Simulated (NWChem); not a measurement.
System: GeSiH₄, singlet; SMILES [GeH][SiH3]

NWChem input:

```
start job
memory heap 200 mb stack 900 mb global 1100 mb
geometry units angstroms noautosym nocenter noautoz
  Ge     0.001374     0.875323     0.146171
  H      1.562203     0.786647    -0.183967
  Si    -0.053804    -1.580424     0.023034
  H      0.896763    -2.154548     1.033301
  H      0.401141    -2.023887    -1.337217
  H     -1.403516    -2.177894     0.272272
end
basis spherical
  * library cc-pvtz
end
dft
  xc xpbe96 cpbe96
  iterations 150
end
property
  efieldgrad
end
task dft property
```

Low-valent species are run as closed-shell singlets; no triplet was tried in these runs. The geometry was optimised at PBE0/def2-SVP.

Vzz is the largest principal value of the second derivative of the potential at the nucleus (NWChem prints the opposite sign); η is the asymmetry. Non-relativistic.

Atoms are numbered as in the input.

What results follow from this input? (PBE/cc-pVTZ.) Quantities: Vzz Ge1 (a.u.); η Ge1.


```json
{
  "Vzz Ge1 (a.u.)": "5.159",
  "η Ge1": "0.26"
}
```
